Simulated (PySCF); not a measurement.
**Ionisation energy of Cl⁶⁺ by level of theory**

Cl⁶⁺ [Ne] 3s1 [3s1/2^1, M_J = 1/2] → Cl⁷⁺ [Ne], as a difference of total energies. Computed with PySCF 2.14 in an uncontracted even-tempered set (20 s from 0.27 bohr⁻², ratio 2.4; 13 p from 0.35 bohr⁻², ratio 2.4; 5 d from 1.3 bohr⁻², ratio 2.6; 5 f from 2 bohr⁻², ratio 2.6), with the two-component X2C-1e Hamiltonian. Correlated levels: 1s2 frozen; the 52 highest virtual spinors dropped. "Screened" scales the spin-orbit matrix elements by Boettger's factors to mimic the two-electron term; Breit and QED terms are absent.

| method | ionisation energy (eV) |
| --- | --- |
| GHF (screened spin-orbit) | 113.71 |
| GMP2 (screened spin-orbit) | 114.18 |

Problem. How much does correlation contribute at GMP2 (screened spin-orbit)?

Solution. 114.18 − (113.71) = 0.47 eV, measured against GHF (screened spin-orbit).

For comparison: 114.20 eV (measured; NIST Atomic Spectra Database, ionization energies).
